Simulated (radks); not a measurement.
Results of a calculation; reference values are marked as such.
Trend from Sc to Zn: ionisation energy by Delta-SCF between NIST ground configurations, and size. Code: a radial shooting solver on a logarithmic mesh with Libxc functionals. Model: Dirac Kohn-Sham, LDA (Slater exchange, Perdew-Wang correlation), spin-unpolarised, spherical densities, finite nucleus; open shells are shared between the two j in proportion to 2j + 1; Fermi nuclear charge, rms radius of each element as measured or else 0.836 A^(1/3) + 0.57 fm.

species  configuration  IE (eV)  NIST (eV)  kind  outermost  <r> outermost (bohr)  r at 0.001 e/bohr^3 (bohr)
Sc        [Ar] 3d1 4s2    7.061      6.561  exp.      4s1/2                  3.69                        4.95
Ti        [Ar] 3d2 4s2    7.529      6.828  exp.      4s1/2                  3.48                        4.83
V         [Ar] 3d3 4s2    7.365      6.746  exp.      4s1/2                  3.32                        4.72
Cr        [Ar] 3d5 4s1    7.133      6.767  exp.      4s1/2                  3.40                        4.48
Mn        [Ar] 3d5 4s2    8.647      7.434  exp.      4s1/2                  3.07                        4.53
Fe        [Ar] 3d6 4s2    8.974      7.902  exp.      4s1/2                  2.96                        4.45
Co        [Ar] 3d7 4s2    6.690      7.881  exp.      4s1/2                  2.87                        4.37
Ni        [Ar] 3d8 4s2    6.548      7.640  exp.      4s1/2                  2.78                        4.30
Cu       [Ar] 3d10 4s1    8.428      7.726  exp.      4s1/2                  2.89                        4.09
Zn       [Ar] 3d10 4s2   10.184      9.394  exp.      4s1/2                  2.63                        4.17

Reference values: NIST Atomic Spectra Database (measured). Spin polarisation and multiplet splitting are left out, so open shells lie too high by an amount that depends on their filling.

Beside tabulated values, note that spin-unpolarised runs miss the spin-polarisation part of the exchange energy of open shells.
